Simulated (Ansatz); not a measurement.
B(H2S)Cl3 (BH₂SCl₃). Charge 0, multiplicity 1. Geometry PBE0-D4/def2-SVP, basis def2-TZVP, Ansatz.

```
atom   x (Å)   y (Å)   z (Å)
  B1  -0.653  -0.559  -0.040
  S2   1.321   0.317  -0.090
  H3   1.047   1.411  -0.839
  H4   1.275   1.008   1.073
 Cl5  -0.793  -1.179  -1.725
 Cl6  -1.755   0.806   0.376
 Cl7  -0.442  -1.802   1.246
```

```json
{"run": "A", "HOMO (eV)": "-9.71", "LUMO (eV)": "0.29"}
{"run": "B", "HOMO (eV)": "-8.06", "LUMO (eV)": "-1.11"}
{"run": "C", "HOMO (eV)": "-7.29", "LUMO (eV)": "-1.57"}
{"run": "D", "HOMO (eV)": "-10.60", "LUMO (eV)": "1.18"}
{"run": "E", "HOMO (eV)": "-8.35", "LUMO (eV)": "-0.83"}
{"run": "F", "HOMO (eV)": "-8.58", "LUMO (eV)": "-0.67"}
```

B3LYP takes the VWN-RPA correlation.

Question: The runs used B3LYP, CAM-B3LYP, PBE0, r2SCAN, r2SCAN0, ωB97M-V. Estimate which is which.

Answer: A CAM-B3LYP (range-separated); B B3LYP (20 % exact exchange); C r2SCAN (0 % exact exchange); D ωB97M-V (range-separated); E PBE0 (25 % exact exchange); F r2SCAN0 (25 % exact exchange). Exact exchange lowers occupied and raises empty levels; among semilocal functionals meta-GGAs tend to open the gap a little, and such runs are hard to tell apart. The gap grows from 5.72 eV (r2SCAN) to 11.78 eV (ωB97M-V).
